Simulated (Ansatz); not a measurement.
`c1coc(-c2ccc(-c3ccc(-c4ccco4)o3)o2)c1` with charge -1. Total charge -1; doublet. Geometry r2SCAN-D4/def2-SVP, that of the neutral singlet; atoms count from 1.

Cartesian coordinates in Å:
```
C 2.3699 -4.5060 -3.4531
C 3.6355 -4.0507 -3.1968
O 3.5921 -2.9575 -2.3919
C 2.2803 -2.7030 -2.1244
C 1.9988 -1.5806 -1.2835
C 2.8009 -0.6508 -0.6511
C 1.9267 0.2245 0.0453
C 0.6441 -0.2259 -0.2054
C -0.6461 0.2245 0.2055
C -1.9288 -0.2259 -0.0440
C -2.8025 0.6499 0.6527
C -1.9998 1.5801 1.2837
C -2.2803 2.7032 2.1241
C -1.4800 3.6330 2.7556
C -2.3676 4.5072 3.4515
C -3.6337 4.0522 3.1970
O -3.5916 2.9584 2.3928
O -0.6881 1.3235 1.0134
O 0.6868 -1.3243 -1.0139
C 1.4812 -3.6327 -2.7576
H 2.1048 -5.3651 -4.0674
H 4.6286 -4.3762 -3.4967
H 3.8876 -0.6180 -0.6946
H 2.1880 1.0838 0.6594
H -2.1908 -1.0855 -0.6574
H -3.8892 0.6170 0.6970
H -0.3934 3.6708 2.7157
H -2.1015 5.3667 4.0648
H -4.6263 4.3783 3.4978
H 0.3945 -3.6709 -2.7189
```

Single mean-field runs in def2-TZVP are fitted with def2-universal-jkfit. The highest occupied level of the charge -1 doublet lies above zero (up to 0.85 eV). By energy differences its removal costs 0.39 eV (vertical, to the charge 0 singlet, at PBE0-D4/def2-TZVP); self-interaction error and the lack of diffuse functions both raise the level.

Q: Estimate the Mulliken populations of the heavy atoms from the PBE0/def2-TZVP orbitals of Ansatz.

A: 
```
atom  charge (e)  spin (α − β)
  C1       -0.13         -0.06
  C2       -0.10          0.11
  O3       -0.23          0.03
  C4        0.18         -0.02
  C5        0.23          0.15
  C6       -0.22         -0.04
  C7       -0.30          0.07
  C8        0.21          0.07
  C9        0.21          0.07
 C10       -0.30          0.07
 C11       -0.22         -0.04
 C12        0.23          0.15
 C13        0.18         -0.02
 C14       -0.35          0.13
 C15       -0.13         -0.06
 C16       -0.10          0.11
 O17       -0.23          0.03
 O18       -0.25          0.06
 O19       -0.25          0.06
 C20       -0.35          0.13
```
Mulliken values and Mayer orders depend strongly on the basis.

Q: Where does the spin sit?

A: Summed by element: C 0.83, O 0.20, H -0.03, of 1 unpaired in all. Largest on single atoms: C12 0.15, C5 0.15, C20 0.13.

Q: And the Mayer bond orders between bonded heavy atoms (over 0.3)?

A: C1–C2 1.63 (1.37 Å); C1–C20 1.30 (1.43 Å); C2–O3 1.09 (1.36 Å); O3–C4 1.08 (1.36 Å); C4–C5 1.14 (1.43 Å); C4–C20 1.44 (1.38 Å); C5–C6 1.38 (1.38 Å); C5–O19 1.08 (1.36 Å); C6–C7 1.31 (1.42 Å); C7–C8 1.37 (1.38 Å); C8–C9 1.20 (1.43 Å); C8–O19 1.08 (1.36 Å); C9–C10 1.37 (1.38 Å); C9–O18 1.08 (1.36 Å); C10–C11 1.31 (1.42 Å); C11–C12 1.38 (1.38 Å); C12–C13 1.14 (1.43 Å); C12–O18 1.08 (1.36 Å); C13–C14 1.44 (1.38 Å); C13–O17 1.08 (1.36 Å); C14–C15 1.30 (1.43 Å); C15–C16 1.63 (1.37 Å); C16–O17 1.09 (1.36 Å).
